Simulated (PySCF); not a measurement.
# What a mistake does to a calculation on AlBFH4O anion

These are calculations, not measurements. They come from PySCF 2.14.0, an open-source quantum chemistry program, on an isolated molecule that a program drew, which may never have been made. The molecule is AlBFH4O anion (charge -1, singlet), drawn as the SMILES string `[OH][AlH2-][BH]F`.

Each row is a Hartree-Fock (HF) and frozen-core CCSD(T) single point in the aug-cc-pV(D+d)Z basis, meant for a local HF minimum. Run 1 is clean. Each other run has one planted mistake out of seven kinds, and not every kind appears here: one electron removed, one electron added, multiplicity raised by two, geometry at a saddle point, minimal basis STO-3G, one bond length entered in bohr, all coordinates scaled. The reference is restricted for singlets and unrestricted otherwise, and also for a bond in bohr. Adding or removing an electron swaps singlet and doublet. Electrons count all cores. HOMO and LUMO are orbital energies over both spins, the gradient is its largest component, and the lowest frequency (negative if imaginary) is given only where the gradient is small. Bond lengths are over the 7 bonds as drawn. T1 is the CCSD diagnostic: over 0.02 (restricted) or 0.045 (unrestricted) a single reference is doubtful.

Geometry of the clean run:
```xyz
8
AlBFH4O anion, angstrom
O    -2.5663   -2.7033   -0.3764
Al   -1.7833   -1.9259    1.0229
B    -0.4587   -0.3599    0.2094
F     0.3132    0.4553    1.0093
H    -3.1687   -3.4020   -0.1973
H    -2.9145   -1.2627    2.0268
H    -0.9113   -3.0303    1.8873
H    -0.2696   -0.0556   -0.9661
```

```
run,electrons,basis functions,<S^2>,HOMO (eV),LUMO (eV),gradient (hartree/bohr),lowest frequency (cm^-1),mean bond (Å),longest bond (Å),T1,HF (hartree),CCSD(T) (hartree),mistake
1,40,137,0.000,-4.64,3.27,2.3e-05,39,1.5484,2.207,0.0153,-443.35810,-443.99757,no fault
2,40,137,2.009,-2.17,3.23,3.5e-02,-,1.5484,2.207,0.0207,-443.27361,-443.89873,multiplicity raised by two
3,39,137,0.765,-10.31,-2.17,8.5e-02,-,1.5484,2.207,0.0239,-443.23438,-443.85092,one electron removed
4,40,28,0.000,-0.71,13.80,6.8e-02,-,1.5484,2.207,0.0157,-437.48996,-437.64663,?
5,40,137,0.000,-4.13,3.24,8.5e-02,-,1.4276,2.034,0.0142,-443.31119,-443.94141,?
```

**Which mistake was planted in run 4, and what did it cost?**

It has 28 basis functions where the clean run has 137, with the same electrons and geometry. So the mistake is: minimal basis STO-3G. Subtracting run 1 and multiplying by 627.51 kcal/mol a hartree, the energy moved by 3682.3 kcal/mol in HF and 3985.3 kcal/mol in CCSD(T).

**Which mistake was planted in run 5, and what did it cost?**

The mean and the longest bond both change by the same factor, 0.922, and the gradient is no longer small. So the mistake is: all coordinates scaled. Subtracting run 1 and multiplying by 627.51 kcal/mol a hartree, the energy moved by 29.4 kcal/mol in HF and 35.2 kcal/mol in CCSD(T).

